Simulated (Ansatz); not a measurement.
Ansatz results at the PBE0-D4/def2-TZVP geometry: HOMO–LUMO gap (ωB97M-V/def2-TZVPP) 13.05 eV; LUMO energy (PBE/def2-TZVPP) 0.44 eV; HOMO energy (PBE0/def2-TZVPP) -8.13 eV.

Each molecule was computed in one conformer, which needn't be the lowest.

(1) Which molecule gave them?
A. `CCC1CCCCC1`
B. `CC(C)=CC(C)(C)C`
C. `CC(C)/C=C/C(C)C`
D. `C=CCCCCCC`

Answers

(1) A. The others give `C=CCCCCCC`: 11.99, -0.67, -7.33; `CC(C)/C=C/C(C)C`: 11.65, -0.38, -6.93; `CC(C)=CC(C)(C)C`: 11.35, -0.40, -6.65.
